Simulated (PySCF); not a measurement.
# Dipole response of Cu (copper, neutral)

[Ar] 3d9 4s2, 2D determinant (an excited configuration). All numbers are calculated (PySCF 2.14, scalar relativity through the core potential, in aug-cc-pwCVDZ-PP with ECP10MDF (6s6p5d3f, 70 functions)). Coupled (time-dependent) response in atomic units; α is the mean over directions. A double-zeta set is small for polarisabilities.

| method | mean α (bohr³) | α xx, yy, zz | C₆ (like pair) | S(−4) |
| --- | --- | --- | --- | --- |
| UHF | 55.34 | 55.91, 55.91, 54.20 | 452.1 | 1636 |
| PBE | 41.46 | 41.88, 41.88, 40.60 | 300.6 | 895.3 |
| PBE0 | 44.26 | 44.77, 44.77, 43.24 | 330.0 | 1020 |
| M06-L | 47.00 | 47.50, 47.50, 45.98 | 367.2 | 1099 |

S(−4) is the Cauchy moment in α(ω) = α(0) + S(−4) ω² + …

α(iu) at M06-L:

| u (hartree) | α(iu) (bohr³) |
| --- | --- |
| 0 | 47.00 |
| 0.0500 | 44.41 |
| 0.100 | 38.24 |
| 0.200 | 25.10 |
| 0.300 | 16.47 |
| 0.500 | 8.430 |
| 0.750 | 4.750 |
| 1.00 | 3.200 |
| 1.50 | 1.919 |
| 2.00 | 1.375 |
| 3.00 | 0.8595 |
| 5.00 | 0.4399 |

A single London oscillator, α(iu) = α/(1 + u²/ω²), gives C₆ = (3/4) ω α². Matching the computed C₆ needs ω = 4 × 367.2 / (3 × 47.00²) = 0.222 hartree.

The components differ because the open shell of this determinant is not spherical; for a pure term their mean is the scalar polarisability.

Energies and moments cover only the electrons outside the core potential.
